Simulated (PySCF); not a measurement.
C3H9Al, charge +1, doublet (typed; the unrestricted solution is spin-contaminated), at a GFN2-xTB geometry (such geometries of metal compounds can be far from the true shape) (a state made from the parent by changing its charge; the spin is typed, not shown lowest), with bond 12-10 at 2.0 times its length; B3LYP/STO-3G run with PySCF.

Input for PySCF:
```python
from pyscf import gto, scf, dft

mol = gto.Mole()
mol.atom = '''
    Al   -0.110175   -0.117534   -0.006664
    C    -1.509583   -1.500850   -0.154852
    H    -1.724622   -1.733589   -1.206106
    H    -2.450018   -1.171247    0.305320
    H    -1.197638   -2.428236    0.344190
    C     0.070744    1.678500   -0.955819
    H     1.080283    1.766114   -1.366181
    H    -0.108987    2.475854   -0.230903
    H    -0.675640    1.713043   -1.751181
    C     1.585279   -0.022341    1.120249
    H     1.643105    0.958654    1.599901
    H     3.310425   -0.315447   -0.189533
    H     1.539300   -0.815604    1.868766
'''
mol.basis = 'sto-3g'
mol.charge = 1
mol.spin = 1
mol.verbose = 4
mol.build()

mf = dft.UKS(mol)
mf.xc = 'b3lyp'
mf.diis_space = 20
mf.kernel()
```

What the program printed (banner, timings and long lists left out):

```
PySCF version 2.14.0

[INPUT] verbose = 4
[INPUT] num. atoms = 13
[INPUT] num. electrons = 39
[INPUT] charge = 1
[INPUT] spin (= nelec alpha-beta = 2S) = 1
[INPUT] symmetry False subgroup None
[INPUT] Mole.unit = angstrom
[INPUT] Symbol           X                Y                Z      unit          X                Y                Z       unit  Magmom
[INPUT]  1 Al    -0.110175000000  -0.117534000000  -0.006664000000 AA   -0.208200575774  -0.222107070325  -0.012593134894 Bohr   0.0
[INPUT]  2 C     -1.509583000000  -1.500850000000  -0.154852000000 AA   -2.852698432299  -2.836195454053  -0.292627869841 Bohr   0.0
[INPUT]  3 H     -1.724622000000  -1.733589000000  -1.206106000000 AA   -3.259063248400  -3.276008422559  -2.279210017195 Bohr   0.0
[INPUT]  4 H     -2.450018000000  -1.171247000000   0.305320000000 AA   -4.629863020255  -2.213336054218   0.576971180352 Bohr   0.0
[INPUT]  5 H     -1.197638000000  -2.428236000000   0.344190000000 AA   -2.263207816372  -4.588701005809   0.650424834814 Bohr   0.0
[INPUT]  6 C      0.070744000000   1.678500000000  -0.955819000000 AA    0.133686784956   3.171905300082  -1.806236134656 Bohr   0.0
[INPUT]  7 H      1.080283000000   1.766114000000  -1.366181000000 AA    2.041439007024   3.337471764760  -2.581707926584 Bohr   0.0
[INPUT]  8 H     -0.108987000000   2.475854000000  -0.230903000000 AA   -0.205955581138   4.678685984409  -0.436343431340 Bohr   0.0
[INPUT]  9 H     -0.675640000000   1.713043000000  -1.751181000000 AA   -1.276774558801   3.237182109603  -3.309252484542 Bohr   0.0
[INPUT] 10 C      1.585279000000  -0.022341000000   1.120249000000 AA    2.995743141024  -0.042218371349   2.116963801318 Bohr   0.0
[INPUT] 11 H      1.643105000000   0.958654000000   1.599901000000 AA    3.105018443903   1.811593508219   3.023374716418 Bohr   0.0
[INPUT] 12 H      3.310425000000  -0.315447000000  -0.189533000000 AA    6.255796605913  -0.596108436816  -0.358165461567 Bohr   0.0
[INPUT] 13 H      1.539300000000  -0.815604000000   1.868766000000 AA    2.908855423543  -1.541268186100   3.531455930899 Bohr   0.0

nuclear repulsion = 146.272271924861
number of shells = 23
number of NR pGTOs = 99
number of NR cGTOs = 33
basis = sto-3g
ecp = {}

******** <class 'pyscf.dft.uks.UKS'> ********
method = UKS
initial guess = minao
damping factor = 0
level_shift factor = 0
DIIS = <class 'pyscf.scf.diis.CDIIS'>
diis_start_cycle = 1
diis_space = 20
diis_damp = 0
SCF conv_tol = 1e-09
SCF conv_tol_grad = None
SCF max_cycles = 50
direct_scf = True
direct_scf_tol = 1e-13
number electrons alpha = 20  beta = 19
XC library pyscf.dft.libxc version 7.1.2
    S. Lehtola, C. Steigemann, M. J. T. Oliveira, and M. A. L. Marques,  SoftwareX 7, 1–5 (2018)
XC functionals = b3lyp
    P. J. Stephens, F. J. Devlin, C. F. Chabalowski, and M. J. Frisch,  J. Phys. Chem. 98, 11623 (1994)
radial grids:
    Treutler-Ahlrichs [JCP 102, 346 (1995); DOI:10.1063/1.469408] (M4) radial grids

becke partition: Becke, JCP 88, 2547 (1988); DOI:10.1063/1.454033
pruning grids: <function nwchem_prune>
grids dens level: 3
symmetrized grids: False
atomic radii adjust function: <function treutler_atomic_radii_adjust>
small_rho_cutoff = 0
Set gradient conv threshold to 3.16228e-05
tot grids = 149808
init E= -357.207092014093

cycle= 1 E= -357.33117514343  delta_E= -0.124  |g|= 0.294  |ddm|= 2.84
cycle= 2 E= -356.532092194053  delta_E= 0.799  |g|= 0.669  |ddm|= 2.03
cycle= 3 E= -357.34765768736  delta_E= -0.816  |g|= 0.243  |ddm|= 1.97
cycle= 4 E= -357.392461322567  delta_E= -0.0448  |g|= 0.102  |ddm|= 0.321
cycle= 5 E= -357.412556751168  delta_E= -0.0201  |g|= 0.0669  |ddm|= 0.477
cycle= 6 E= -357.418852354965  delta_E= -0.0063  |g|= 0.0393  |ddm|= 0.198
cycle= 7 E= -357.420983726607  delta_E= -0.00213  |g|= 0.033  |ddm|= 0.144
cycle= 8 E= -357.422366247228  delta_E= -0.00138  |g|= 0.0163  |ddm|= 0.0596
cycle= 9 E= -357.42365320251  delta_E= -0.00129  |g|= 0.00391  |ddm|= 0.155
cycle= 10 E= -357.423703446401  delta_E= -5.02e-05  |g|= 0.00411  |ddm|= 0.0272
cycle= 11 E= -357.423720353995  delta_E= -1.69e-05  |g|= 0.00133  |ddm|= 0.0119
cycle= 12 E= -357.423723260688  delta_E= -2.91e-06  |g|= 0.000251  |ddm|= 0.00613
cycle= 13 E= -357.423723318238  delta_E= -5.76e-08  |g|= 9.72e-05  |ddm|= 0.000521
cycle= 14 E= -357.423723326714  delta_E= -8.48e-09  |g|= 1.61e-05  |ddm|= 0.00019
cycle= 15 E= -357.42372332718  delta_E= -4.66e-10  |g|= 1.54e-06  |ddm|= 6.65e-05
Extra cycle  E= -357.423723327181  delta_E= -2.84e-13  |g|= 2.47e-06  |ddm|= 8.67e-06
converged SCF energy = -357.423723327181  <S^2> = 1.0476728  2S+1 = 2.2783088
```
